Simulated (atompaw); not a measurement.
**Ni PAW (atompaw): all-electron and pseudo phase curves**

```
Element                 : Ni (Z = 28)
Generator               : atompaw 4.2.0.5
Type                    : PAW
Functional              : PBE
Relativity              : scalar-relativistic
Frozen core             : [Ne]
Valence charge          : 18
Reference configuration : 3s2 3p6 3d8 4s1.75 4p0.25
Partial waves           : 3s (bound): rc 1.20 bohr; 4s (bound): rc 1.25 bohr; 3p (bound): rc 0.80 bohr; 4p (bound): rc 1.60 bohr; 3d (bound): rc 1.60 bohr; 3d channel at 0.9 Ry: rc 1.60 bohr
Local potential         : troulliermartins scheme with l = 3 at 0 Ry, radius 1.45 bohr
Core correction         : smooth core density matched at 1.50 bohr
Augmentation charge     : besselshape compensation charge, radius 1.60 bohr; PAW radius 1.60 bohr; waves and projectors: custom polynom2 7 10 vanderbiltortho
```

The phase is arctan(r·u′/u) with u = r·R(r), unwrapped; energies in Ry, scanned from -10 to 5 Ry. A pole is an energy at which the radial function vanishes at the test radius. The pseudo phase is shifted by a multiple of π to meet the all-electron one at the reference energy, and phase errors are pseudo minus all-electron; the curves can meet again beyond the range given. Levels narrower than the energy grid can be missing from the lists of poles.

```json
{"channel": "s", "radius (bohr)": "1.60", "reference energy (Ry)": "-0.44", "poles, all-electron": "-7.97", "poles, pseudo": "-7.97", "unbroken range about the reference energy with phases within 0.05 rad": "the whole range", "phase error 1 Ry above the reference energy (rad)": "-0.000"}
{"channel": "p", "radius (bohr)": "1.60", "reference energy (Ry)": "-0.11", "poles, all-electron": "-4.92", "poles, pseudo": "-4.93, 1.64", "unbroken range about the reference energy with phases within 0.05 rad": "below 0.9", "phase error 1 Ry above the reference energy (rad)": "-0.040"}
{"channel": "d", "radius (bohr)": "1.60", "reference energy (Ry)": "-0.69", "poles, all-electron": "0.09", "poles, pseudo": "0.09", "unbroken range about the reference energy with phases within 0.05 rad": "below 4.4", "phase error 1 Ry above the reference energy (rad)": "+0.000"}
```

A Bessel basis up to 400 Ry misses an occupied level by 5.18 Ry, so cutoffs and ghosts were not judged.

Phases in the p channel:

```
E (Ry)  all-electron  pseudo
-10.00         1.347   1.339
 -9.52         1.338   1.330
 -9.04         1.328   1.319
 -8.56         1.315   1.306
 -8.08         1.299   1.289
 -7.60         1.278   1.267
 -7.12         1.247   1.235
 -6.64         1.193   1.180
 -6.16         1.067   1.049
 -5.68         0.370   0.341
 -5.20        -1.388  -1.388
 -4.72        -1.634  -1.637
 -4.24        -1.715  -1.720
 -3.76        -1.761  -1.767
 -3.28        -1.794  -1.801
 -2.80        -1.823  -1.830
 -2.32        -1.851  -1.857
 -1.84        -1.881  -1.886
 -1.36        -1.913  -1.917
 -0.88        -1.950  -1.952
 -0.40        -1.994  -1.994
  0.08        -2.048  -2.049
  0.56        -2.119  -2.128
  1.04        -2.214  -2.291
  1.52        -2.347  -3.975
  2.00        -2.540  -5.187
  2.48        -2.820  -5.399
  2.96        -3.186  -5.595
  3.44        -3.567  -5.833
  3.92        -3.874  -6.129
  4.40        -4.089  -6.457
  4.88        -4.237  -6.761
```
